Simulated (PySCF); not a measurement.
Unknowns

Theory: NMR shieldings at PBE0/pcSseg-1/GIAO, GFN2-xTB structure, in PySCF 2.14.0 with density-fitted response routines (equivalent nuclei averaged, non-relativistic Hamiltonian, no solvent, one conformer).

References, each an isolated molecule treated in the same way: TMS for $^{1}$H, $^{13}$C. Splittings of carbon signals by F and P are missing where no couplings were computed. Where no couplings were computed, multiplicities follow the n + 1 count of equivalent neighbours, and m marks all less simple cases (inequivalent or close neighbours, rings, F or P nearby). Shifts are as computed. Against solution values, carbons near 30 ppm lie about +3 ppm off and those near 130 ppm about +5 ppm; carbons on Cl a further +6 ppm. Of 1309 compounds with measured shifts, 239 miss one by over three times the rms of a fit or turn the order of signals round; such compounds aren't used in these exercises. Carbons bonded to Cl come out too deshielded.

(1) C5H8F2O2Si. $^{1}$H NMR (400 MHz, computed): δ 6.42 (m, 1H), 5.47 (m, 1H), 5.21 (m, 1H), 4.71 (m, 1H), 2.88 (m, 1H), 2.85 (m, 1H), 2.41 (m, 1H), 1.98 (m, 1H). $^{13}$C{$^{1}$H} NMR (computed): δ 215.4, 127.3, 85.0, 40.5, 22.8. Give a structure.

(2) C5H7ClO2. $^{1}$H NMR (500 MHz, computed): δ 5.76 (q, 1H), 2.21 (s, 3H), 1.66 (d, 3H). $^{13}$C{$^{1}$H} NMR (computed): δ 171.4 (C), 147.0 (C), 124.2 (CH), 22.5 (CH3), 16.4 (CH3). What is it?

Answers

(1) SMILES O=C1CC[C@@H]1O[SiH2]C(F)F. The formula gives 2 degrees of unsaturation (1 ring in the answer). 5 carbon signals for 5 carbons: no two carbons are equivalent. Carbon types of the structure: 1 × C, 2 × CH, 2 × CH2, leaving 2 H on heteroatoms. δC 215.4: ketone carbonyl carbon; low-lying n→π* states of the double bond to the heteroatom give a large paramagnetic term (-280 ppm). δC 127.3: sp3 CH bonded to 2 F and Si; 2 electronegative neighbours deshield it. δC 85.0: sp3 CH bonded to O, α to a carbonyl; deshielded by the electronegative neighbour. δH 2.88, 2.85: hydrogen on an sp3 CH2 α to a carbonyl; α to C=O.

The data come from this structure; uniqueness wasn't tested.

(2) `C/C=C(/Cl)OC(C)=O`. Rings plus π bonds: 2 (no ring in the answer). 5 carbon signals for 5 carbons: no two carbons are equivalent. Carbon types of the structure: 2 × C, 1 × CH, 2 × CH3, which accounts for all hydrogens. δC 171.4: ester carbonyl carbon; it is a carbonyl in resonance with an O or N lone pair, the region of acids, esters and amides. δC 147.0: alkene carbon bearing oxygen; an sp2 carbon further deshielded by the attached heteroatom. δC 124.2: β carbon of an enol-ether or enamine type C=C. δC 22.5: methyl carbon α to a carbonyl; the adjacent C=O deshields it moderately.

The data come from this structure; uniqueness wasn't tested.
